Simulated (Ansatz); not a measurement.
CrN₂O₂H₄⁺, that is CrO2(NH2)2 with one electron fewer. Total charge 1; doublet. Geometry B3LYP-D4/def2-SVP, that of the neutral singlet; atoms count from 1.

```xyz
9

Cr    0.5264    0.0443   -0.3201
O     1.8920    0.3185    0.3652
O     0.5726   -0.1110   -1.8639
N    -0.5480    1.4359    0.0468
H    -0.4421    2.0149    0.8744
H    -1.2939    1.7385   -0.5725
N    -0.1137   -1.4916    0.3556
H    -0.7260   -2.1132   -0.1641
H     0.1328   -1.8363    1.2786
```

The charge 1 doublet is spin-contaminated (final ⟨S²⟩ up to 0.92, 0.75 for a pure state).

(1) Estimate the Mulliken populations from the PBE0/def2-TZVP orbitals of Ansatz.

(2) Where does the spin sit?

(3) And the Mayer bond orders between bonded heavy atoms (over 0.3)?

Results:

(1) 
| atom | charge (e) | spin (α − β) | d electrons |
| --- | --- | --- | --- |
| Cr1 | 1.25 | -0.66 | 4.16 |
| O2 | -0.36 | 0.15 | – |
| O3 | -0.36 | 0.15 | – |
| N4 | -0.41 | 0.72 | – |
| H5 | 0.32 | -0.02 | – |
| H6 | 0.32 | -0.02 | – |
| N7 | -0.41 | 0.72 | – |
| H8 | 0.32 | -0.02 | – |
| H9 | 0.32 | -0.02 | – |
Mulliken values and Mayer orders depend strongly on the basis.

(2) Summed by element: Cr -0.66, O 0.30, N 1.44, H -0.09, of 1 unpaired in all. Largest on single atoms: N4 0.72, N7 0.72, Cr1 -0.66.

(3) Cr1–O2 1.99 (1.55 Å); Cr1–O3 1.99 (1.55 Å); Cr1–N4 0.93 (1.80 Å); Cr1–N7 0.93 (1.80 Å).
